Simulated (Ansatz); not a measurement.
Consider the redistribution: `[CH3][GaH][CH3]` + `BC[SiH](O)F` → `B[CH2][GaH][CH3]` + `C[SiH](O)F`.

Calculated with Ansatz (gas phase, PBE0-D4/def2-TZVP geometries, no zero-point term in ΔE). CCSD(T)/CBS is the MP2 limit (def2-TZVPP, def2-QZVPP) plus CCSD(T) − MP2 in def2-TZVPP, frozen cores. DFT in def2-TZVPP. B3LYP here is the variant with VWN-RPA as its local correlation; programs differ in this. For Ga outer-core shells are correlated without core-valence functions, which leaves a few kJ/mol of doubt a bond. Scalar relativity is left out up to krypton. Each species was taken in one conformer, which may not be the lowest.

`[CH3][GaH][CH3]`:

```xyz
10

C     1.186    0.872    0.898
Ga   -0.268    0.576   -0.400
C    -1.019   -1.230   -0.649
H     0.752    0.999    1.896
H     1.767    1.768    0.676
H     1.858    0.013    0.949
H    -0.833    1.787   -1.241
H    -0.392   -1.781   -1.359
H    -2.032   -1.208   -1.054
H    -1.019   -1.797    0.284
```

`BC[SiH](O)F`:

Cartesian coordinates in Å:
```
B -0.119 -0.017 -1.640
C 0.846 -0.085 -0.447
Si -0.068 0.385 1.116
O -1.496 -0.386 1.275
F 0.896 0.010 2.334
H -0.724 -0.989 -1.993
H -0.327 1.019 -2.203
H 1.662 0.645 -0.487
H 1.251 -1.083 -0.245
H -0.368 1.824 1.214
H -1.554 -1.322 1.077
```

`B[CH2][GaH][CH3]`:

Cartesian coordinates in Å:
```
B -1.073 1.522 -0.098
C 0.240 1.398 0.632
Ga 0.979 -0.255 -0.274
C 0.023 -1.963 -0.146
H -2.027 0.876 0.241
H -1.164 2.189 -1.093
H 1.004 2.160 0.489
H 0.197 1.033 1.665
H 2.363 -0.084 -1.000
H -0.655 -2.048 -1.001
H -0.588 -2.010 0.757
H 0.701 -2.818 -0.172
```

`C[SiH](O)F`:

Z-matrix (Å, degrees):
```
C
Si 1 1.851
H 1 1.093 2 110.5
H 1 1.093 2 110.6 3 -119.8
H 1 1.093 2 111.4 3 119.7
O 2 1.634 1 113.2 3 179.7
F 2 1.601 1 107.2 3 -59.2
H 2 1.477 1 113.7 3 59.6
H 6 0.958 2 119.0 1 51.4
```

```csv
level,ΔE (kcal/mol),difference from CCSD(T)/CBS
PBE-D4,-6.3,-0.3
r2SCAN-D4,-6.0,0.0
PBE0-D4,-6.0,0.0
B3LYP-D4,-6.0,0.0
ωB97X-V,-5.1,0.9
ωB97M-V,-5.5,0.5
B2PLYP,-5.9,0.1
PBE,-6.2,-0.2
r2SCAN,-6.0,0.0
PBE0,-5.9,0.1
B3LYP,-5.8,0.2
HF/def2-TZVPP,-4.4,1.6
MP2/def2-TZVPP,-6.3,-0.3
SCS-MP2/def2-TZVPP,-5.9,0.1
CCSD/def2-TZVPP,-5.7,0.3
CCSD(T)/def2-TZVPP,-6.0,0.0
HF/def2-QZVPP,-4.4,1.6
MP2/def2-QZVPP,-6.2,-0.2
SCS-MP2/def2-QZVPP,-5.9,0.1
HF/CBS(def2),-4.3,1.7
MP2/CBS(def2),-6.2,-0.2
CCSD/CBS(def2),-5.6,0.4
CCSD(T)/CBS,-6.0,0
```

Largest T1 diagnostic among the species: 0.012.

In def2-TZVPP, CCSD(T) changes the Hartree–Fock value by −1.6 kcal/mol (the triples alone add −0.3 kcal/mol) and MP2 by −1.9 kcal/mol.
